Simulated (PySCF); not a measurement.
CCl, SMILES Cl[C] (connectivity only; charge and spin as stated), neutral, multiplicity 2.

The structure is a stationary point at PBE0-D3(BJ)/def2-TZVPD.

Computed with PBE0-D3(BJ)/def2-TZVPD in PySCF.

Frequencies are harmonic and unscaled.

```
mode  ν (cm⁻¹)  IR (km/mol)  moving atoms (share of kinetic energy)
----  --------  -----------  --------------------------------------
1          889        129.5                         C 75 %, Cl 25 %
```
